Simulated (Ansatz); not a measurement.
Total energies of the cluster Ga₂P₂⁻ (the lowest doublet isomer of a short search) from Ansatz at PBE0-D4/def2-TZVPD, gas phase (1 Eh = 27.2114 eV = 2625.5 kJ/mol). The reference geometry is relaxed at r2SCAN-D4/def2-SVPD.

| atom | x (Å) | y (Å) | z (Å) |
| --- | --- | --- | --- |
| Ga1 | -0.6280 | 0.5019 | 1.1236 |
| Ga2 | 0.6281 | -0.5021 | -1.1234 |
| P3 | -1.5266 | -0.9761 | -0.4171 |
| P4 | 1.5265 | 0.9763 | 0.4169 |

```csv
state,geometry,energy (Eh)
charge -1 doublet,reference,-4531.76770
charge 0 triplet,reference,-4531.67084
charge -1 quartet,relaxed at r2SCAN-D4/def2-SVPD,-4531.73362
```

Problem. Work out the vertical ionisation energy to the triplet.

Solution. E(charge 0 triplet) − E(charge -1 doublet) = -4531.67084 − (-4531.76770) = 0.09686 Eh = 2.64 eV. For comparison, −ε of the highest occupied level of the spin that leaves is 1.13 eV at this level, 1.51 eV less.

Problem. Which of the charge -1 states is lowest, and how far above it are the others?

Solution. The doublet. quartet: -4531.73362 − (-4531.76770) = 0.03408 Eh = 89.5 kJ/mol.

The structure comes from a short search, and lower isomers may exist.
